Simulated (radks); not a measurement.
The numbers below are computed, except where a source is named.
Neutral iron inside a hard spherical wall (all orbitals vanish at R), configuration held at [Ar] 3d6 4s2 and not refilled when levels cross. Code: a radial shooting solver on a logarithmic mesh with Libxc functionals. Model: non-relativistic Kohn-Sham, LDA (Slater exchange, Perdew-Wang correlation), spin-unpolarised, spherical densities, point nucleus. Eigenvalues in eV, with the zero of energy where the potential of the charges vanishes at infinity; a dash marks a level that is unbound or too diffuse for the functional's potential to be trusted. A positive occupied level is held by the wall or, in an anion where self-interaction has pushed it up, behind a barrier. The pressure on the wall is -dE/dV.

R (bohr)  E (hartree)  kinetic (hartree)    e(3s)    e(3p)   e(3d)   e(4s)  e(4p, empty)  e(5s, empty)  pressure (GPa)
free      -1261.08296           1259.551  -91.443  -59.521  -8.025  -5.388        -1.458        -0.032               0
12        -1261.08294           1259.551  -91.440  -59.518  -8.022  -5.386        -1.435         0.807        0.000451
10        -1261.08270           1259.554  -91.419  -59.497  -8.001  -5.368        -1.360         1.663         0.00749
7         -1261.07346           1259.618  -91.011  -59.090  -7.607  -4.987        -0.552         6.365           0.533
6         -1261.05229           1259.733  -90.423  -58.503  -7.043  -4.369         0.488        10.936            2.34
4         -1260.73325           1261.008  -86.000  -54.128  -2.841   1.629         8.829        40.692            66.6
3.5       -1260.39823           1262.179  -82.978  -51.161   0.087   6.721        15.267        61.060             182
